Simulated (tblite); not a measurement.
Q: What does the GFN2-xTB structure of `C=CC(=C)[Si@H](P)N=C` look like in three dimensions?

A: 
```xyz
18
C5H10NPSi angstrom
C      2.4715    1.1545   -0.4430
C      2.2002   -0.1203   -0.1946
C      0.8703   -0.6988   -0.1074
C      0.7292   -1.9938    0.1830
Si    -0.6359    0.4113   -0.3978
P     -0.6101    2.2406    0.9228
N     -1.9736   -0.5335    0.1344
C     -3.1154   -0.7526   -0.3215
H      1.6964    1.8878   -0.6027
H      3.4848    1.5166   -0.4894
H      3.0186   -0.8145   -0.0348
H     -0.2407   -2.4531    0.2604
H      1.5811   -2.6339    0.3610
H     -0.6641    0.9127   -1.7846
H      0.2222    1.6953    1.8814
H     -1.7471    1.9269    1.6431
H     -3.4838   -0.3904   -1.2838
H     -3.8125   -1.3487    0.2619
```

Orientation and origin are arbitrary. Atoms count from 1 in this order. N7 (C=N nitrogen) is bent (angle 133.9°). The C–C distances run from 1.327 Å (C1=C2, drawn double) to 1.453 Å (C2–C3, drawn single), a spread of 0.126 Å. Si5 (SiH silicon) is distorted tetrahedral (angles from 104.4° to 117.5°). P6 (three-coordinate phosphorus) is pyramidal (angles 96.4°, 95.3° and 92.5°, sum 284.3°, 0.83 Å off the plane of its three neighbours).

Bonds between heavy atoms (Å): C1=C2 1.327, C2–C3 1.453, C3=C4 1.335, C3–Si5 1.893, Si5–P6 2.256, Si5–N7 1.722, N7=C8 1.249.

Structure optimised with GFN2-xTB, isolated species.

Point group: C1 (no symmetry element, even within 0.4 Å). Its GFN2-xTB frequencies are all real (lowest 38 cm⁻¹). The numbers are those of one conformer (C1–C2–C3–C4 -178°, C2–C3–Si5–P6 -54°, C3–Si5–P6–H -23° and -116°, C3–Si5–N7–C8 -137°). 3 starts were optimised and ended at 0.00, 0.94 and 1.11 kcal/mol (GFN2-xTB); the lowest of these is shown.

The numbers are calculated, not measured.
